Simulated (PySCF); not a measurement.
Species: C5H12OSi2.
SMILES with atom numbers: `[CH2:1]1[CH2:2][Si@H:3]([CH:4]2[CH2:5][CH2:6]2)[O:7][SiH2:8]1` (hydrogens: H9, H10 on C1; H11, H12 on C2; H13 on Si3; H14 on C4; H15, H16 on C5; H17, H18 on C6; H19, H20 on Si8)

Level: CAM-B3LYP/def2-SVPD in PySCF, non-relativistic, on one gas-phase PBE0-D3(BJ)/def2-SVP geometry that isn't relaxed in the solvent. The solvent is an IEF-PCM continuum (cavity from Bondi-type radii × 1.2), and excitations are vertical TDDFT with non-equilibrium linear response and a frozen core. The model holds no explicit solvent molecules, cavitation or dispersion.

Gas-phase singlets (H = HOMO, L = LUMO):

```tsv
state	E (eV)	λ (nm)	f	leading configuration
S1	7.339	169	0.004	H→L 34%
S2	7.553	164	0.004	H→L 45%
S3	7.687	161	0.006	H→L+1 51%
S4	7.777	159	0.017	H→L+2 43%
S5	7.967	156	0.022	H-2→L 31%
```

Task: Give the list for acetonitrile (ε = 35.69), n² = 1.81.

Result: 
| state | E (eV) | λ (nm) | f | leading configuration | change by rank (eV) |
| --- | --- | --- | --- | --- | --- |
| S1 | 7.294 | 170 | 0.011 | H→L 48% | -0.045 |
| S2 | 7.503 | 165 | 0.007 | H-1→L 36% | -0.050 |
| S3 | 7.695 | 161 | 0.005 | H→L+1 60% | +0.008 |
| S4 | 7.748 | 160 | 0.017 | H-2→L 34% | -0.029 |
| S5 | 8.018 | 155 | 0.045 | H→L+2 37% | +0.051 |

Task: How do the frontier levels move from gas to acetonitrile?

Result: 
```json
{"orbital": "LUMO+2", "gas (eV)": "1.52", "solvent (eV)": "1.72", "change (eV)": "+0.20", "Löwdin shares, gas": "C5 17 %, H16 10 %, Si3 10 %, Si8 10 %", "Löwdin shares, solvent": "C5 15 %, Si8 12 %, Si3 11 %, H16 10 %"}
{"orbital": "LUMO+1", "gas (eV)": "1.33", "solvent (eV)": "1.45", "change (eV)": "+0.12", "Löwdin shares, gas": "Si8 24 %, O7 12 %, H20 10 %, H19 10 %", "Löwdin shares, solvent": "Si8 25 %, C1 11 %, H20 8 %, H19 8 %"}
{"orbital": "LUMO", "gas (eV)": "1.20", "solvent (eV)": "1.21", "change (eV)": "+0.01", "Löwdin shares, gas": "Si8 23 %, Si3 15 %, C2 10 %, C1 9 %", "Löwdin shares, solvent": "Si8 25 %, O7 18 %, Si3 16 %, H20 7 %"}
{"orbital": "HOMO", "gas (eV)": "-9.27", "solvent (eV)": "-9.13", "change (eV)": "+0.14", "Löwdin shares, gas": "C2 22 %, Si3 13 %, C1 13 %, C6 10 %", "Löwdin shares, solvent": "C2 22 %, Si3 14 %, C1 12 %, C6 11 %"}
{"orbital": "HOMO-1", "gas (eV)": "-9.43", "solvent (eV)": "-9.39", "change (eV)": "+0.04", "Löwdin shares, gas": "O7 24 %, C4 17 %, Si3 12 %, C5 11 %", "Löwdin shares, solvent": "O7 22 %, C4 18 %, C5 13 %, Si3 12 %"}
{"orbital": "HOMO-2", "gas (eV)": "-9.89", "solvent (eV)": "-9.79", "change (eV)": "+0.10", "Löwdin shares, gas": "C1 25 %, O7 14 %, Si8 14 %, C2 11 %", "Löwdin shares, solvent": "C1 25 %, Si8 14 %, C2 11 %, O7 10 %"}
{"orbital": "HOMO-3", "gas (eV)": "-10.16", "solvent (eV)": "-10.07", "change (eV)": "+0.09", "Löwdin shares, gas": "C4 24 %, C5 20 %, O7 11 %, C6 10 %", "Löwdin shares, solvent": "C4 23 %, C5 17 %, O7 11 %, C6 9 %"}
```

The HOMO–LUMO gap goes from 10.47 to 10.34 eV. Rows go by rank; for LUMO and LUMO+1 the atom shares or the degeneracy differ between the runs, so the row needn't follow one orbital.
